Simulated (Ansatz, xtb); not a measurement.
**Ranking isomers of BFH2NP**

10 gas-phase structures of BFH2NP, found in a search over its isomers (lower ones may exist). Each was relaxed with GFN2-xTB:

A. `FBN=P`, a singlet
B. `FP1BN1`, a singlet
C. `BN=PF`, a singlet
D. `FB=NP`, a singlet
E. `FB1NP1`, a singlet
F. a singlet given by its coordinates
G. `F[BH2-][N+]#P`, a singlet
H. `F[B@@H-]1[NH+]=P1`, a singlet
I. `B=NPF`, a singlet
J. `N=BPF`, a singlet

F (Å):

```xyz
6

B     0.9619    0.2885    0.9966
F     1.8232    1.0919    1.5099
N     0.0458   -0.3941    0.4782
P    -1.1035   -1.4798   -0.0756
H    -1.5698   -0.6537   -1.1146
H    -2.1240   -1.0299    0.7827
```

Close contacts (Å): B1–F2 1.28, B1–N3 1.25, N3–P4 1.68, P4–H5 1.41, P4–H6 1.41.

**Question.** Which do you expect lowest at r2SCAN-D4/def2-SVP, and how would the others follow?

**Answer.** Calculated order at r2SCAN-D4/def2-SVP: E (0.0), A (1.5), D (2.0), F (2.3), C (13.3), H (17.7), B (18.2), I (18.8), J (24.4), G (26.6) kcal/mol. Less than 1 kcal/mol parts A and D; D and F; H and B; B and I, so the order within those pairs means little. CCSD(T)/def2-TZVPP after further relaxation puts A lowest instead.

Energies above the lowest of each column, in kcal/mol; the last columns are at B3LYP-D3(BJ)/def2-SVP geometries and were run for some of them only (a dash: not run or not comparable):

```tsv
structure	GFN2-xTB	HF/STO-3G	r2SCAN-D4/def2-SVP	B3LYP-D3(BJ)/def2-SVP	CCSD(T)/def2-TZVPP
E	27.4	9.2	0.0	2.7	3.7
A	6.7	10.5	1.5	0.0	0.0
D	4.8	0.0	2.0	0.6	2.0
F	5.1	0.1	2.3	relaxes to D	–
C	0.5	35.3	13.3	12.0	–
H	27.2	25.8	17.7	17.8	–
B	17.8	39.0	18.2	–	–
I	0.0	28.2	18.8	–	–
J	24.9	36.6	24.4	–	–
G	23.5	37.1	26.6	–	–
```

CCSD(T)/def2-TZVPP puts A lowest of those it was run on; GFN2-xTB picks I, HF/STO-3G picks D, r2SCAN-D4/def2-SVP picks E. CCSD(T)/def2-TZVPP orders those it was run on as A (0.0), D (2.0), E (3.7) kcal/mol. Some further structures that were screened fall inside this span and aren't listed. Flexible structures stand in one conformer each, not always the lowest. Frequencies (B3LYP-D3(BJ)/def2-SVP) were run for A, D, E alone.

Over these structures GFN2-xTB departs from r2SCAN-D4/def2-SVP by 8.2 kcal/mol on average once a common shift is removed. A GFN2-xTB relaxation took about 0.29 s and the r2SCAN-D4/def2-SVP energy about 3.3 s on a shared host (Ansatz 0.2.0, xtb 6.7.1).
